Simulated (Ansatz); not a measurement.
Molecule: ZrO2, charge 0, multiplicity 1. 
Geometry from a B3LYP-D3(BJ)/def2-TZVP (Ansatz, an electronic-structure program) optimisation:
SMILES: [Zr](=[O])=[O]
```xyz
3

Zr    -0.1854     0.1286    -0.1941
O      1.5626    -0.0948    -0.4148
O     -0.6354    -0.5480     1.3852
```

Wanted: vertical ionisation energy (to the doublet state of charge +1; each state is the SCF solution reached for its spin; the UHF <S^2> is 1.11 for the doublet (pure: 0.75); for the doublet T1 is 0.068; for the singlet T1 is 0.031), in eV. Valence correlation only, unless marked. UHF or UKS for open shells. Spin-orbit coupling is left out. The frozen core is the preceding noble-gas configuration, with the filled d and f shells of earlier blocks. Past Kr the def2 sets carry scalar-relativistic core potentials. Basis-set limits of correlation are two-point, X^-3; Hartree-Fock from the larger set. [CCSD(T)-MP2]/basis is that difference in the basis named.

```csv
level,program,vertical ionisation energy (eV)
HF/def2-TZVPPD,Ansatz,7.40
HF/def2-QZVPPD,Ansatz,7.41
SVWN5/def2-TZVPD,Ansatz,9.33
B3LYP/def2-TZVPD,Ansatz,9.10
PBE0/def2-TZVPD,Ansatz,9.01
BHLYP/def2-TZVPD,Ansatz,8.89
CAM-B3LYP/def2-TZVPD,Ansatz,9.20
```

Q: Predict the RI-MP2/CBS(def2-TZVPPD,def2-QZVPPD)+[CCSD(T)-MP2]/def2-TZVPPD result (Ansatz).

A: 9.14 eV
